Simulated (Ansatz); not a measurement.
Basis-set series for zirconium tetrachloride (`[Cl][Zr]([Cl])([Cl])[Cl]`). Charge 0, multiplicity 1. Zr: def2 effective core potential. The geometry is a stationary point of PBE0-D4/def2-TZVP.

Z-matrix (Å, degrees):
```
Zr
Cl 1 2.316
Cl 1 2.316 2 109.5
Cl 1 2.316 2 109.5 3 120.0
Cl 1 2.316 2 109.5 3 -120.0
```

| functional | basis | functions | energy (Eh) | HOMO (eV) | LUMO (eV) |
| --- | --- | --- | --- | --- | --- |
| PBE0-D4 | def2-SVP | 103 | -1886.99420 | -9.72 | -2.62 |
| PBE0-D4 | def2-TZVPP | 224 | -1887.63368 | -9.72 | -2.65 |
| ωB97M-V | def2-SVP | 103 | -1887.44153 | -11.87 | -0.45 |
| ωB97M-V | def2-TZVPP | 224 | -1888.07242 | -11.92 | -0.54 |

(1) Give the rows for def2-QZVPP. (Best estimate.)

Results:

(1) Computed: 
```tsv
functional	basis	functions	energy (Eh)	HOMO (eV)	LUMO (eV)
PBE0-D4	def2-QZVPP	361	-1887.69029	-9.72	-2.66
ωB97M-V	def2-QZVPP	361	-1888.12624	-11.94	-0.57
```
